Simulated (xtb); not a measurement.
xtb input:

```bash
xtb mol.xyz --gfn 1 --sp --chrg 1 --uhf 0
```
mol.xyz:
```
12

C     -1.94731495     0.26320603     0.24700152
C     -1.62624692    -1.08693096     0.27518480
O     -0.32858452    -1.28584617     0.11182678
C      0.25209665    -0.03747676    -0.03179705
C     -0.75095119     0.93909570     0.05108343
C      1.60953770    -0.00519528    -0.21535527
O      2.22676604     1.12960266    -0.35788635
H     -2.93302779     0.68270310     0.35693584
H     -2.23433964    -1.96915912     0.40317325
H     -0.59665599     2.00348556    -0.02571583
H      2.17133571    -0.93527463    -0.24157337
H      3.18450772     1.03200082    -0.48104786
```

**Question.** What final total energy does it print?

**Answer.** -22.15385 Eh (GFN1-xTB).

It need not be the lowest isomer of its formula.
